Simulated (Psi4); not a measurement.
C4H12O3Si, triplet, at the geometry of the source list (a higher spin typed on purpose: for a closed-shell molecule this is an excited state); Psi4 with MP2/STO-3G.

Psi4 was given this input:
```
memory 2 GB

molecule {
0 3
  C    -2.36020000   -1.27880000   -0.52230000
  O    -1.50130000   -0.18120000   -0.65810000
  Si   -0.00020000   -0.00160000   -0.06600000
  C     0.00500000    0.04540000    1.84420000
  O     0.60510000    1.36420000   -0.70190000
  C     0.08180000    2.66080000   -0.62600000
  O     0.89080000   -1.23220000   -0.63870000
  C     2.27380000   -1.42340000   -0.53130000
  H    -1.89410000   -2.17990000   -0.92450000
  H    -2.61030000   -1.44680000    0.52810000
  H    -3.27190000   -1.05500000   -1.07920000
  H    -0.66120000    0.81350000    2.22740000
  H     0.99650000    0.25380000    2.23670000
  H    -0.31710000   -0.90150000    2.26870000
  H    -0.92450000    2.69130000   -1.04710000
  H     0.74110000    3.31650000   -1.19770000
  H     0.04330000    3.00240000    0.41130000
  H     2.81060000   -0.58400000   -0.97650000
  H     2.52180000   -2.34380000   -1.06310000
  H     2.57090000   -1.51980000    0.51590000
}

set basis sto-3g
set reference uhf
set freeze_core true
set mp2_type conv
set scf_type pk
set puream true
set d_convergence 1e-8

energy('mp2')
print_variables()
```

The log (banner, timings and long lists left out):

```
   => Loading Basis Set <=

    Name: STO-3G
    Role: ORBITAL
    Keyword: BASIS

         ---------------------------------------------------------
                                   SCF
               by Justin Turney, Rob Parrish, Andy Simmonett
                          and Daniel G. A. Smith
                              UHF Reference
         ---------------------------------------------------------

  ==> Geometry <==

    Molecular point group: c1
    Full point group: C1

    Geometry (in Angstrom), charge = 0, multiplicity = 3:

       Center              X                  Y                   Z               Mass
    ------------   -----------------  -----------------  -----------------  -----------------
         C           -2.359597099170    -1.273385686948    -0.302349833545    12.000000000000
         O           -1.500697099170    -0.175785686948    -0.438149833545    15.994914619570
         SI           0.000402900830     0.003814313052     0.153950166455    27.976926534650
         C            0.005602900830     0.050814313052     2.064150166455    12.000000000000
         O            0.605702900830     1.369614313052    -0.481949833545    15.994914619570
         C            0.082402900830     2.666214313052    -0.406049833545    12.000000000000
         O            0.891402900830    -1.226785686948    -0.418749833545    15.994914619570
         C            2.274402900830    -1.417985686948    -0.311349833545    12.000000000000
         H           -1.893497099170    -2.174485686948    -0.704549833545     1.007825032230
         H           -2.609697099170    -1.441385686948     0.748050166455     1.007825032230
         H           -3.271297099170    -1.049585686948    -0.859249833545     1.007825032230
         H           -0.660597099170     0.818914313052     2.447350166455     1.007825032230
         H            0.997102900830     0.259214313052     2.456650166455     1.007825032230
         H           -0.316497099170    -0.896085686948     2.488650166455     1.007825032230
         H           -0.923897099170     2.696714313052    -0.827149833545     1.007825032230
         H            0.741702900830     3.321914313052    -0.977749833545     1.007825032230
         H            0.043902900830     3.007814313052     0.631250166455     1.007825032230
         H            2.811202900830    -0.578585686948    -0.756549833545     1.007825032230
         H            2.522402900830    -2.338385686948    -0.843149833545     1.007825032230
         H            2.571502900830    -1.514385686948     0.735850166455     1.007825032230

  Running in c1 symmetry.

  Rotational constants: A =      0.05294  B =      0.05294  C =      0.03683 [cm^-1]
  Rotational constants: A =   1587.11886  B =   1587.09116  C =   1104.26626 [MHz]
  Nuclear repulsion =  521.514557905563152

  Charge       = 0
  Multiplicity = 3
  Electrons    = 74
  Nalpha       = 38
  Nbeta        = 36

  ==> Algorithm <==

  SCF Algorithm Type is PK.
  DIIS enabled.
  MOM disabled.
  Fractional occupation disabled.
  Guess Type is SAD.
  Energy threshold   = 1.00e-08
  Density threshold  = 1.00e-08
  Integral threshold = 1.00e-12

  ==> Primary Basis <==

  Basis Set: STO-3G
    Blend: STO-3G
    Number of shells: 38
    Number of basis functions: 56
    Number of Cartesian functions: 56
    Spherical Harmonics?: true
    Max angular momentum: 1

  ==> Integral Setup <==

  Using in-core PK algorithm.
   Calculation information:
      Number of atoms:                  20
      Number of AO shells:              38
      Number of primitives:            114
      Number of atomic orbitals:        56
      Number of basis functions:        56

      Integral cutoff                 1.00e-12
      Number of threads:                 1

  Performing in-core PK
  Using 2548812 doubles for integral storage.
  We computed 241758 shell quartets total.
  Whereas there are 274911 unique shell quartets.

  ==> DiskJK: Disk-Based J/K Matrices <==

[...]
  @UHF Final Energy:  -663.41879500785421
    Total Energy =                       -663.4187950078542144
  DIE_IF_NOT_CONVERGED          => (empty)
[...]
  ORTH_TYPE                     => (empty)
  OS_SCALE                      => (empty)
  PARENT_SYMMETRY               => (empty)
  PCG_BETA_TYPE                 => (empty)
  PCG_CONVERGENCE               => (empty)
  PCG_MAXITER                   => (empty)
  PCM                           => (empty)
  PE                            => (empty)
  PRINT                         => (empty)
  PRINT_NOONS                   => (empty)
  PROPERTIES                    => (empty)
  PROPERTIES_ORIGIN             => (empty)
  PUREAM                        => TRUE            !
  QC_MODULE                     => (empty)
  RAS1                          => (empty)
  RAS2                          => (empty)
  RAS3                          => (empty)
  RAS4                          => (empty)
  RELATIVISTIC                  => (empty)
  RELAXED                       => (empty)
  REMP_A                        => (empty)
  RESTRICTED_DOCC               => (empty)
  RESTRICTED_UOCC               => (empty)
  RMS_MOGRAD_CONVERGENCE        => (empty)
  R_CONVERGENCE                 => (empty)
  SCF_TYPE                      => PK              !
  SCREENING                     => (empty)
  SCS_TYPE                      => (empty)
  SOCC                          => (empty)
  SOS_TYPE                      => (empty)
  SPIN_SCALE_TYPE               => NONE            !
  SS_SCALE                      => (empty)
  SYMMETRIZE                    => (empty)
  TPDM_ABCD_TYPE                => (empty)
  WFN                           => (empty)
  WFN_TYPE                      => OMP2            !
  WRITER_FILE_LABEL             => (empty)
  ZORA_BASIS_TOLERANCE          => (empty)
  ZORA_NR_DEBUG                 => (empty)
  ZORA_PRUNING_SCHEME           => (empty)
  ZORA_RADIAL_POINTS            => (empty)
  ZORA_SPHERICAL_POINTS         => (empty)

 ==============================================================================
 ==============================================================================
 ==============================================================================

                             MP2
                    Program Written by Ugur Bozkaya,
              Additional Contributions by J. P. Misiewicz

 ==============================================================================
 ==============================================================================
 ==============================================================================

	MO spaces per irreps...

	IRREP   FC   AOCC  BOCC  AVIR    BVIR  FV
	==========================================
	   A    12    26    24    18     20     0
	==========================================

	Computing MP2 energy using SCF MOs (Canonical MP2)...
	==============================================================================
	Nuclear Repulsion Energy (a.u.)    :   521.51455790556315
	SCF Energy (a.u.)                  :  -663.41879500785421
	REF Energy (a.u.)                  :  -663.41879500785421
	Alpha-Alpha Contribution (a.u.)    :    -0.02111457279478
	Alpha-Beta Contribution (a.u.)     :    -0.29997801098589
	Beta-Beta Contribution (a.u.)      :    -0.03413070400159
	Scaled_SS Correlation Energy (a.u.):    -0.01841509226546
	Scaled_OS Correlation Energy (a.u.):    -0.35997361318307
	SCS-MP2 Total Energy (a.u.)        :  -663.79718371330273
	SOS-MP2 Total Energy (a.u.)        :  -663.77876862103733
	SCSN-MP2 Total Energy (a.u.)       :  -663.51602669501585
	SCS-MP2-VDW Total Energy (a.u.)    :  -663.83038950031437
	SOS-PI-MP2 Total Energy (a.u.)     :  -663.83876422323442
	MP2 Correlation Energy (a.u.)      :    -0.35522328778226
	MP2 Total Energy (a.u.)            :  -663.77401829563644
	==============================================================================

  Variable Map:
  ----------------------------------------------------------------------------
[...]
  Array Variable Map:
  ----------------------------------------------------------------------------
[...]
[...]
```
